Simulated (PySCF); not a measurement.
C2H9NOSi, SMILES CO[Si@H](C)N.

Coordinates come from a PBE0-D3(BJ)/def2-SVP optimisation. The structure was generated by enumeration; whether it is a known compound was not checked. The values are those of a single conformer.

Method: PBE0-D3(BJ)/def2-SVP in PySCF.

Frequencies are harmonic and unscaled.

```json
[
 {"mode": "1", "ν (cm⁻¹)": "72", "IR (km/mol)": "2.2", "Raman (Å⁴/amu)": "1.0", "depolarisation": "0.74", "moving atoms (share of kinetic energy)": "C 42 %, H 30 %, N 15 %, O 11 %"},
 {"mode": "2", "ν (cm⁻¹)": "108", "IR (km/mol)": "0.7", "Raman (Å⁴/amu)": "0.1", "depolarisation": "0.54", "moving atoms (share of kinetic energy)": "H 97 %"},
 {"mode": "3", "ν (cm⁻¹)": "142", "IR (km/mol)": "0.2", "Raman (Å⁴/amu)": "0.0", "depolarisation": "–", "moving atoms (share of kinetic energy)": "H 94 %"},
 {"mode": "4", "ν (cm⁻¹)": "164", "IR (km/mol)": "4.9", "Raman (Å⁴/amu)": "0.8", "depolarisation": "0.51", "moving atoms (share of kinetic energy)": "C 40 %, H 31 %, N 18 %"},
 {"mode": "5", "ν (cm⁻¹)": "198", "IR (km/mol)": "24.6", "Raman (Å⁴/amu)": "1.4", "depolarisation": "0.70", "moving atoms (share of kinetic energy)": "H 68 %, C 10 %, O 9 %"},
 {"mode": "6", "ν (cm⁻¹)": "260", "IR (km/mol)": "52.1", "Raman (Å⁴/amu)": "0.7", "depolarisation": "0.72", "moving atoms (share of kinetic energy)": "H 60 %, N 18 %, C 9 %"},
 {"mode": "7", "ν (cm⁻¹)": "270", "IR (km/mol)": "37.7", "Raman (Å⁴/amu)": "2.1", "depolarisation": "0.75", "moving atoms (share of kinetic energy)": "H 38 %, O 33 %, Si 12 %, C 9 %, N 8 %"},
 {"mode": "8", "ν (cm⁻¹)": "319", "IR (km/mol)": "94.7", "Raman (Å⁴/amu)": "0.6", "depolarisation": "0.56", "moving atoms (share of kinetic energy)": "H 74 %, Si 9 %, O 8 %"},
 {"mode": "9", "ν (cm⁻¹)": "399", "IR (km/mol)": "42.1", "Raman (Å⁴/amu)": "1.1", "depolarisation": "0.65", "moving atoms (share of kinetic energy)": "O 27 %, Si 26 %, H 24 %, N 21 %"},
 {"mode": "10", "ν (cm⁻¹)": "631", "IR (km/mol)": "9.4", "Raman (Å⁴/amu)": "4.5", "depolarisation": "0.44", "moving atoms (share of kinetic energy)": "H 88 %"},
 {"mode": "11", "ν (cm⁻¹)": "666", "IR (km/mol)": "5.4", "Raman (Å⁴/amu)": "10.5", "depolarisation": "0.06", "moving atoms (share of kinetic energy)": "C 39 %, H 31 %, Si 12 %, O 11 %"},
 {"mode": "12", "ν (cm⁻¹)": "753", "IR (km/mol)": "28.6", "Raman (Å⁴/amu)": "4.2", "depolarisation": "0.70", "moving atoms (share of kinetic energy)": "H 35 %, C 23 %, Si 21 %, O 21 %"},
 {"mode": "13", "ν (cm⁻¹)": "768", "IR (km/mol)": "17.6", "Raman (Å⁴/amu)": "5.3", "depolarisation": "0.52", "moving atoms (share of kinetic energy)": "H 59 %, C 16 %, Si 12 %, N 9 %"},
 {"mode": "14", "ν (cm⁻¹)": "828", "IR (km/mol)": "20.7", "Raman (Å⁴/amu)": "4.4", "depolarisation": "0.75", "moving atoms (share of kinetic energy)": "H 59 %, N 18 %, C 13 %, Si 10 %"},
 {"mode": "15", "ν (cm⁻¹)": "877", "IR (km/mol)": "48.0", "Raman (Å⁴/amu)": "6.7", "depolarisation": "0.60", "moving atoms (share of kinetic energy)": "H 62 %, N 22 %, Si 12 %"},
 {"mode": "16", "ν (cm⁻¹)": "904", "IR (km/mol)": "221.9", "Raman (Å⁴/amu)": "4.6", "depolarisation": "0.66", "moving atoms (share of kinetic energy)": "H 68 %, Si 20 %"},
 {"mode": "17", "ν (cm⁻¹)": "922", "IR (km/mol)": "264.0", "Raman (Å⁴/amu)": "2.5", "depolarisation": "0.73", "moving atoms (share of kinetic energy)": "H 49 %, Si 34 %, N 11 %"},
 {"mode": "18", "ν (cm⁻¹)": "1172", "IR (km/mol)": "112.0", "Raman (Å⁴/amu)": "3.2", "depolarisation": "0.66", "moving atoms (share of kinetic energy)": "H 42 %, C 30 %, O 28 %"},
 {"mode": "19", "ν (cm⁻¹)": "1181", "IR (km/mol)": "2.2", "Raman (Å⁴/amu)": "2.6", "depolarisation": "0.67", "moving atoms (share of kinetic energy)": "H 75 %, C 19 %"},
 {"mode": "20", "ν (cm⁻¹)": "1224", "IR (km/mol)": "150.7", "Raman (Å⁴/amu)": "1.5", "depolarisation": "0.72", "moving atoms (share of kinetic energy)": "H 37 %, O 34 %, C 28 %"},
 {"mode": "21", "ν (cm⁻¹)": "1265", "IR (km/mol)": "48.9", "Raman (Å⁴/amu)": "0.8", "depolarisation": "0.49", "moving atoms (share of kinetic energy)": "H 76 %, C 23 %"},
 {"mode": "22", "ν (cm⁻¹)": "1429", "IR (km/mol)": "4.3", "Raman (Å⁴/amu)": "12.9", "depolarisation": "0.75", "moving atoms (share of kinetic energy)": "H 96 %"},
 {"mode": "23", "ν (cm⁻¹)": "1431", "IR (km/mol)": "3.3", "Raman (Å⁴/amu)": "12.7", "depolarisation": "0.75", "moving atoms (share of kinetic energy)": "H 96 %"},
 {"mode": "24", "ν (cm⁻¹)": "1470", "IR (km/mol)": "3.7", "Raman (Å⁴/amu)": "10.7", "depolarisation": "0.74", "moving atoms (share of kinetic energy)": "H 90 %, C 9 %"},
 {"mode": "25", "ν (cm⁻¹)": "1477", "IR (km/mol)": "7.9", "Raman (Å⁴/amu)": "15.2", "depolarisation": "0.75", "moving atoms (share of kinetic energy)": "H 96 %"},
 {"mode": "26", "ν (cm⁻¹)": "1479", "IR (km/mol)": "2.5", "Raman (Å⁴/amu)": "15.3", "depolarisation": "0.70", "moving atoms (share of kinetic energy)": "H 94 %"},
 {"mode": "27", "ν (cm⁻¹)": "1541", "IR (km/mol)": "54.4", "Raman (Å⁴/amu)": "5.9", "depolarisation": "0.71", "moving atoms (share of kinetic energy)": "H 89 %, N 11 %"},
 {"mode": "28", "ν (cm⁻¹)": "2271", "IR (km/mol)": "148.3", "Raman (Å⁴/amu)": "132.1", "depolarisation": "0.21", "moving atoms (share of kinetic energy)": "H 97 %"},
 {"mode": "29", "ν (cm⁻¹)": "2997", "IR (km/mol)": "71.3", "Raman (Å⁴/amu)": "124.6", "depolarisation": "0.01", "moving atoms (share of kinetic energy)": "H 97 %"},
 {"mode": "30", "ν (cm⁻¹)": "3057", "IR (km/mol)": "1.4", "Raman (Å⁴/amu)": "127.8", "depolarisation": "0.01", "moving atoms (share of kinetic energy)": "H 97 %"},
 {"mode": "31", "ν (cm⁻¹)": "3068", "IR (km/mol)": "48.3", "Raman (Å⁴/amu)": "59.2", "depolarisation": "0.72", "moving atoms (share of kinetic energy)": "H 90 %, C 10 %"},
 {"mode": "32", "ν (cm⁻¹)": "3121", "IR (km/mol)": "35.6", "Raman (Å⁴/amu)": "114.9", "depolarisation": "0.55", "moving atoms (share of kinetic energy)": "H 91 %, C 9 %"},
 {"mode": "33", "ν (cm⁻¹)": "3156", "IR (km/mol)": "4.7", "Raman (Å⁴/amu)": "70.3", "depolarisation": "0.71", "moving atoms (share of kinetic energy)": "H 91 %, C 9 %"},
 {"mode": "34", "ν (cm⁻¹)": "3171", "IR (km/mol)": "2.8", "Raman (Å⁴/amu)": "82.2", "depolarisation": "0.75", "moving atoms (share of kinetic energy)": "H 91 %, C 9 %"},
 {"mode": "35", "ν (cm⁻¹)": "3625", "IR (km/mol)": "28.8", "Raman (Å⁴/amu)": "118.5", "depolarisation": "0.12", "moving atoms (share of kinetic energy)": "H 96 %"},
 {"mode": "36", "ν (cm⁻¹)": "3727", "IR (km/mol)": "33.8", "Raman (Å⁴/amu)": "69.2", "depolarisation": "0.74", "moving atoms (share of kinetic energy)": "H 91 %, N 9 %"}
]
```
